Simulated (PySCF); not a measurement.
**Electron correlation in Rb (rubidium, neutral)**

[Kr] 4d1, 2D determinant (an excited configuration). Calculation: PySCF 2.14, in x2c-TZVPPall (8s6p6d2f1g, 79 functions); scalar relativity by spin-free X2C-1e. Frozen: [Ar] 3d10; 9 electrons correlated.

```tsv
level	correlation energy (mhartree)
CCSD	-181.71
(T)	-4.59
CCSD(T)	-186.30
```

Diagnostics: T1 = 0.030, D1 = 0.1258, largest double amplitude 0.033.

Cost of the coupled-cluster step: about 22 core-seconds, for 9 correlated electrons.

Iterations:

```
CC2 = 0
CCSD nocc = (np.int64(5), np.int64(4)), nmo = (65, 65)
frozen orbitals [[0, 1, 2, 3, 4, 5, 6, 7, 8, 9, 10, 11, 12, 13], [0, 1, 2, 3, 4, 5, 6, 7, 8, 9, 10, 11, 12, 13]]
max_cycle = 100
direct = 0
conv_tol = 1e-08
conv_tol_normt = 1e-06
diis_space = 8
diis_start_cycle = 0
Init t2, MP2 energy = -0.166563609143614
Init E_corr(UCCSD) = -0.166563609143691
cycle = 1  E_corr(UCCSD) = -0.178257861486646  dE = -0.0116942523  norm(t1,t2) = 0.0454678
cycle = 2  E_corr(UCCSD) = -0.180627727204932  dE = -0.00236986572  norm(t1,t2) = 0.0239668
cycle = 3  E_corr(UCCSD) = -0.182305834636904  dE = -0.00167810743  norm(t1,t2) = 0.0180173
cycle = 4  E_corr(UCCSD) = -0.181784748570146  dE = 0.000521086067  norm(t1,t2) = 0.00363251
cycle = 5  E_corr(UCCSD) = -0.181698544566572  dE = 8.62040036e-05  norm(t1,t2) = 0.00129142
cycle = 6  E_corr(UCCSD) = -0.181707217269092  dE = -8.67270252e-06  norm(t1,t2) = 0.000121437
cycle = 7  E_corr(UCCSD) = -0.1817079126734  dE = -6.95404308e-07  norm(t1,t2) = 1.91574e-05
cycle = 8  E_corr(UCCSD) = -0.181707616642587  dE = 2.96030813e-07  norm(t1,t2) = 7.42957e-06
cycle = 9  E_corr(UCCSD) = -0.181707600746918  dE = 1.58956691e-08  norm(t1,t2) = 1.82748e-06
cycle = 10  E_corr(UCCSD) = -0.181707595899991  dE = 4.84692733e-09  norm(t1,t2) = 2.13078e-06
cycle = 11  E_corr(UCCSD) = -0.181707606116598  dE = -1.02166069e-08  norm(t1,t2) = 1.53039e-06
cycle = 12  E_corr(UCCSD) = -0.181707608352804  dE = -2.23620614e-09  norm(t1,t2) = 7.18802e-08
UCCSD converged
E(UCCSD) = -2979.218528412516  E_corr = -0.1817076083528039
UCCSD(T) correction = -0.00458564566569095
```

This basis was not built for core-valence correlation, so the inner-shell part is incomplete.
